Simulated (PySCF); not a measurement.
A PySCF script (with the pyscf-properties extension) for the NMR shieldings of SMILES C=CC[Si@@H](P)C[SiH2]F, C4H12FPSi2, on a GFN2-xTB geometry:

```python
import basis_set_exchange as bse
import numpy as np
from pyscf import gto, dft
from pyscf.prop import nmr

atoms = """
C     3.166587   -0.594376    0.393174
C     1.987453   -0.663352    0.986263
C     0.697942   -0.870924    0.277231
Si   -0.278872    0.778459    0.146939
P     0.886470    2.371453   -0.941187
C    -1.913232    0.514131   -0.804515
Si   -3.186672   -0.581979    0.060049
F    -2.467785   -1.987791    0.392491
H     3.273190   -0.724617   -0.672047
H     4.075081   -0.418357    0.943281
H     1.911898   -0.526472    2.057259
H     0.090999   -1.600589    0.811420
H     0.884129   -1.260783   -0.725057
H    -0.553761    1.307643    1.495020
H     2.050988    2.159716   -0.229631
H     1.297994    1.538490   -1.966924
H    -2.355457    1.491093   -0.993197
H    -1.685868    0.094005   -1.785271
H    -4.297360   -0.948433   -0.807523
H    -3.588872   -0.066639    1.359190
"""
names = dict.fromkeys(["C", "Si", "P", "F", "H"], "pcSseg-1")
basis = {el: gto.basis.parse(bse.get_basis(n, elements=[el], fmt="nwchem")) for el, n in names.items()}
mol = gto.M(atom=atoms, basis=basis, charge=0, verbose=0)
mf = dft.RKS(mol, xc="PBE0")
mf.grids.level = 2
mf.grids.alignment = dft.numint.BLKSIZE   # the property module wants whole blocks of grid points
mf.conv_tol = 1e-9
mf.kernel()

calc = nmr.RKS(mf)   # GIAO
C = mf.mo_coeff
Co = C[:, mf.mo_occ > 0]
resp = mf.gen_response(singlet=True, hermi=2)
def vind(x):   # induced exchange potential for any number of trial vectors
    d = np.einsum("pi,xij,qj->xpq", C, 2 * x.reshape(-1, C.shape[1], Co.shape[1]), Co, optimize=True)
    return np.einsum("xpq,pi,qj->xij", resp(d - d.transpose(0, 2, 1)), C, Co, optimize=True).ravel()
mo1, _ = nmr.rhf.solve_mo1(calc, with_cphf=vind)
sigma = calc.kernel(mo1)
for i, s in enumerate(sigma):   # ppm
    print("%2d %-2s %9.2f" % (i, mol.atom_pure_symbol(i), np.trace(s) / 3))
```

Q: What are the results?

A: 
```
 0 C      65.51
 1 C      43.91
 2 C     155.64
 3 Si    365.93
 4 P     619.28
 5 C     186.25
 6 Si    339.05
 7 F     394.95
 8 H      26.47
 9 H      26.44
10 H      25.75
11 H      29.13
12 H      30.17
13 H      27.18
14 H      30.11
15 H      31.10
16 H      31.96
17 H      31.33
18 H      26.24
19 H      26.47
```

These numbers come from an equivalent density-fitted implementation of the same equations, which agrees with the script to about 0.01 ppm for H and up to a few tenths of a ppm for heavy atoms, so last digits may differ.

Q: Turn these shieldings into chemical shifts. Scale: $^{13}$C (σref 186.93), $^{29}$Si (σref 349.16), $^{1}$H (σref 31.72) vs TMS; $^{31}$P (σref 318.38) vs H3PO4; $^{19}$F (σref 170.95) against CFCl3 (reference shieldings calculated alike).

A: Averaging equivalent atoms: C 1: 143.0; C 0: 121.4; C 2: 31.3; C 5: 0.7; Si 6: 10.1; Si 3: -16.8; P 4: -300.9; F 7: -224.0; H 10: 5.97; H 18: 5.48; H 9: 5.28; H 19: 5.24; H 8: 5.24; H 13: 4.53; H 11: 2.59; H 12: 1.55; H 14/15: 1.11; H 17: 0.39; H 16: -0.24 ppm. Unscaled 19F shifts against computed CFCl3 carry errors that often reach 10 to 50 ppm. Experimental scales use liquid or dissolved standards, which lie at an offset from isolated H3PO4.

Size and cost of the density-fitted run: 217 basis functions, 2.2 min wall time on 1 thread of an Intel Xeon, shared host; peak memory 0.94 GiB.
